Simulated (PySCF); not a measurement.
C₃H₇Br, SMILES CC(C)Br. Coordinates come from a B3LYP-D3(BJ)/def2-SVP optimisation.

Computed equilibrium geometry at B3LYP-D3(BJ)/def2-SVP (PySCF confirms it by a frequency run) as a Z-matrix, and its point group:
point group Cs.
```
C
H 1 1.0985
C 1 1.5184 2 110.56
H 3 1.0991 1 111.61 2 -55.12
H 3 1.1009 4 108.40 1 122.48
H 3 1.1038 4 108.31 5 117.15
C 1 1.5184 2 110.56 3 127.07
H 7 1.0991 1 111.61 2 55.12
H 7 1.1009 8 108.40 1 -122.48
H 7 1.1038 8 108.31 9 -117.15
Br 1 1.9965 2 102.83 3 -116.47
```
